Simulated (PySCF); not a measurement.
A set of runs on `B[N]([GeH3])[GeH3]`; the geometry of each is named by its level. Settings lines and outputs come from a driver script.

Compound: BGe₂H₈N.
Bonds: B1–N2, N2–Ge3, N2–Ge4. Hydrogens: H5, H6 on B1; H7, H8, H9 on Ge3; H10, H11, H12 on Ge4.

Step 1: PBE0-D3(BJ)/def2-SVP geometry optimisation, gas phase (PySCF 2.14.0) (from the GFN2-xTB geometry)
```json
{"job": {"xc": "PBE0", "basis": "def2-SVP", "d3": "d3bj", "grid": 1, "kind": "geom"}, "charge": 0, "multiplicity": 1}
```
```
step   0  E = -4237.22750779  max force = 0.017640
step   1  E = -4237.23227050  max force = 0.004405
step   2  E = -4237.23273847  max force = 0.000912
step   3  E = -4237.23274600  max force = 0.000442
optimisation converged
```

Final energy -4237.23275 Eh after 3 steps; dipole 1.55 D. Energies in Eh; «max force» is the largest Cartesian gradient component in Eh/bohr.

Cost: about 60 s of CPU time on one thread; the machine was shared, so the figure is rough.

Step 2: TDDFT PBE0/def2-SVPD, vertical, gas phase, core orbitals frozen in the response (PySCF 2.14.0, density-fitted response routines) (on the PBE0-D3(BJ)/def2-SVP geometry)
```json
{"job": {"kind": "uv", "xc": "PBE0", "basis": "def2-SVPD", "dynamic": true, "nstates": 6, "ntriplets": 0}, "charge": 0, "multiplicity": 1}
```
```
...
Static polarisability (au): isotropic 84.532, principal 70.457 89.581 93.559
Singlet excitations
state   eV       nm        f      main configurations
  1   6.3166    196.3   0.00001   H-1->L 0.98
  2   6.6455    186.6   0.00199   H->L+1 0.98
  3   6.8278    181.6   0.10698   H->L 0.96
  4   7.1278    173.9   0.04257   H-1->L+1 0.98
  5   7.1748    172.8   0.04803   H->L+2 0.99
  6   7.5118    165.1   0.06420   H-1->L+2 0.98
```

HOMO -8.12 eV, LUMO -0.29 eV; lowest singlet 6.32 eV; mean polarisability 84.5 au.

The run took about 50 s of CPU time (one thread, shared machine).

Step 3: core-valence-separated TDA BHandHLYP/aug-pcX-1 H:pcseg-1 Ge:def2-SVPD, K edges, non-relativistic, gas phase (PySCF 2.14.0, density-fitted response routines) (on the PBE0-D3(BJ)/def2-SVP geometry)
```json
{"job": {"kind": "xas", "xc": "BHandHLYP", "basis": {"default": "aug-pcX-1", "H": "pcseg-1", "Ge": "def2-SVPD"}}, "charge": 0, "multiplicity": 1}
```
```
...
B K edge
   eV          f      from atoms
  186.711   0.07901   B0
  190.364   0.00710   B0
  190.941   0.00118   B0
  191.188   0.01903   B0
  191.356   0.00665   B0
  191.548   0.01029   B0
  191.626   0.00052   B0
  191.908   0.00043   B0
N K edge
   eV          f      from atoms
  398.201   0.02804   N1
  398.969   0.01219   N1
  399.722   0.04345   N1
  400.638   0.00055   N1
  401.319   0.00146   N1
  401.388   0.00752   N1
  401.575   0.00130   N1
  401.637   0.00096   N1
```

Lowest B 1s excitation 186.7 eV; lowest N 1s excitation 398.2 eV; the energies are raw, with no shift to experiment and no relativistic term. The log counts atoms from 0, this text from 1.

Rough CPU time on one thread of a shared machine: about 26 s.

Geometry of the electronic-property runs (PBE0-D3(BJ)/def2-SVP):
```
atom  x, y, z in Å
B1    -0.5978    1.6633   -0.6367
N2    -0.3293    0.3437   -0.2443
Ge3   -1.6914   -0.8979    0.0403
Ge4    1.4509   -0.1722   -0.0075
H5     0.3257    2.4359   -0.8115
H6    -1.7397    2.0392   -0.8029
H7    -1.5979   -1.4082    1.4909
H8    -1.4868   -2.0833   -0.9223
H9    -3.0265   -0.1899   -0.2187
H10    2.2045   -0.0190   -1.3377
H11    2.0901    0.6992    1.0843
H12    1.4291   -1.6497    0.4295
```

